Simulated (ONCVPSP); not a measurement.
# What the settings do to the ONCV potential of Si

Base potential:

ONCVPSP 4.0.1 input, shortened (lines: element, Z, core and valence counts, functional; n l f; lmax; l rc ep ncon nbas qcut; lloc lpopt rc5 dvloc0; l nproj debl; icmod fcfact rcfact), Wu-Cohen, non-relativistic:

```
  Si 14.00    3    2  -118130      upf
    1    0    2.00
    2    0    2.00
    2    1    6.00
    3    0    1.50
    3    1    2.50
    2
    0    1.55    0.00    4    7    3.60
    1    1.80    0.00    3    6    5.20
    2    1.55    0.41    5   10    5.90
    4    2    1.45    2.00
    0    2    1.30
    1    2    0.60
    2    2    0.40
    3    3.00    1.45
```

Cutoffs, loose and tight: the cutoffs (Ha) at which the residual kinetic energy of the hardest occupied pseudo-wave falls to 1 and 0.1 mHa per electron. They do not see the model core or the augmentation charge, which bear on the density cutoff. Test errors are all-electron minus pseudo excitation energies from the reference, over the configurations 3s2 3p2; 3s2 3p1; 3s2 3p0; 3s1 3p2. A dash means not determined; rows that change the core or the reference have their own tests.

For the base: The cutoffs count occupied waves only; projector 2 of the s channel, the hardest unoccupied one, needs 53 Ha at the loose tolerance.

A true bound ghost makes a file unfit for plane-wave use even where its test errors are small: the radial tests pick states by their node count and pass the ghost by.

```tsv
change	outcome	cutoff, loose	cutoff, tight	bound ghosts	GHOST(+) flags above zero	largest test error (meV)
base	generated	8.0 Ha	28 Ha	none	d	+11
core correction Teter function, fcfact 4.8, rcfact 1.45	generated	8.0 Ha	28 Ha	none	d	+16
scalar-relativistic	generated	8.1 Ha	29 Ha	none	d	+10
reference 3s2 3p1; p: rc 1.55, qcut 6	generated	9.2 Ha	30 Ha	p	p, d	-38
all radii but the core radius scaled by about 1.34 (s 2.08, p 2.42, d 2.08 bohr); local potential polynomial inside 1.94 bohr (lpopt 2, dvloc0 2 Ha)	generated	6.7 Ha	23 Ha	none	none	+12
local potential polynomial inside 1.45 bohr (lpopt 2, dvloc0 9.5 Ha)	generated	8.0 Ha	28 Ha	none	s	+11
p: debl 0.85	generated	8.0 Ha	28 Ha	none	d	+11
```
